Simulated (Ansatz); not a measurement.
Born–Oppenheimer molecular dynamics of CH6FNOSSi (12 atoms, charge 0, multiplicity 1). It starts from a relaxed structure.

Level of theory: Ansatz, UKS B3LYP-D4/STO-3G.

```
ensemble             : NVT, Langevin thermostat
time step            : 1 fs
steps asked          : 106
set temperature      : 700 K
friction             : 0.02 /fs
temperature schedule : 26 steps to 700 K, then 79 steps to 2100 K
seed                 : 799864
```

First frame:

```xyz
12
Properties=species:S:1:pos:R:3
O -1.079 -1.433 -0.248
Si 0.425 -0.768 -0.652
S 2.151 -1.648 0.270
N 0.411 0.933 -0.065
C -0.887 1.385 0.463
F -1.466 0.431 1.401
H -1.371 -0.853 0.563
H 0.580 -0.838 -2.093
H 2.572 -2.235 -0.880
H 1.150 1.115 0.658
H -1.621 1.493 -0.374
H -0.788 2.363 0.991
```

**Question.** How far do the bonds stretch over the last three quarters of this one trajectory? (Pairs bonded in most of those frames.)

**Answer.** 
| bond | mean (Å) | spread (Å) | shortest | longest |
| --- | --- | --- | --- | --- |
| O1–Si2 | 1.713 | 0.045 | 1.65 | 1.80 |
| O1–H7 | 1.046 | 0.050 | 0.91 | 1.16 |
| Si2–S3 | 2.166 | 0.031 | 2.07 | 2.20 |
| Si2–N4 | 1.780 | 0.041 | 1.71 | 1.89 |
| Si2–H8 | 1.466 | 0.070 | 1.33 | 1.58 |
| S3–H9 | 1.364 | 0.025 | 1.31 | 1.41 |
| N4–C5 | 1.482 | 0.065 | 1.37 | 1.59 |
| N4–H10 | 1.047 | 0.035 | 0.97 | 1.13 |
| C5–F6 | 1.459 | 0.053 | 1.35 | 1.57 |
| C5–H11 | 1.134 | 0.066 | 1.02 | 1.26 |
| C5–H12 | 1.120 | 0.030 | 1.05 | 1.18 |

Mean temperature of the second half: 1005 K. The schedule's set-point averaged 1648 K over the second half and the system 1005 K, so it lags behind the ramp. A run of 0.11 ps of so small a system gives no equilibrium averages. Limits of this set-up: minimal basis.

Time of the run: 8.1 min on 1 thread of Arm Neoverse V2, with other jobs on the host, peak memory 0.17 GiB.
